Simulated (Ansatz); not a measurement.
Input for Ansatz (a program for electronic structure): R-B3LYP-D3(BJ)/def2-SVP on CH3FMg (SMILES [CH3][Mg][F]).

Ansatz 0.2 input:
```yaml
crystal:
  periodic: [false, false, false]
  atoms:
    - {symbol: Mg, position_ang: [0.55750000, -0.61670000, -0.97250000]}
    - {symbol: C, position_ang: [-0.34520000, 0.38190000, 0.60220000]}
    - {symbol: F, position_ang: [1.30430000, -1.44270000, -2.27500000]}
    - {symbol: H, position_ang: [0.01140000, -0.01640000, 1.54320000]}
    - {symbol: H, position_ang: [-0.10900000, 1.43690000, 0.55250000]}
    - {symbol: H, position_ang: [-1.41900000, 0.25710000, 0.54960000]}
basis:
  gaussian:
    orbitals: def2-SVP
hamiltonian:
  xc: b3lyp
  dispersion: d3bj
relax: {f_tol: 0.004, max_steps: 120}
scf: {lower_state_search: off}
```

Problem. Predict the final total energy.

Solution. -339.7420 hartree.
